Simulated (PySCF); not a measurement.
WBr3, SMILES [Br][W]([Br])[Br] (connectivity only; charge and spin as stated), neutral, multiplicity 4.

Geometry optimised at B3LYP-D3(BJ)/def2-SVP. The multiplicity is an assumed one; other spin states were not compared. The def2 effective core potentials stand for the cores of W; spin–orbit coupling is left out.

Calculation: B3LYP-D3(BJ)/def2-SVP (PySCF 2.14.0).

Frequencies are harmonic and unscaled.

Modes within 1.5 cm⁻¹ of each other (mostly degenerate sets) share a row, with their intensities summed.

```
mode  ν (cm⁻¹)  IR (km/mol)  moving atoms (share of kinetic energy)
----  --------  -----------  --------------------------------------
1           50          1.1                         W 57 %, Br 43 %
2–3         61          0.0                         Br 86 %, W 14 %
4          235          0.0                                Br 100 %
5–6        286         71.0                         Br 58 %, W 42 %
```
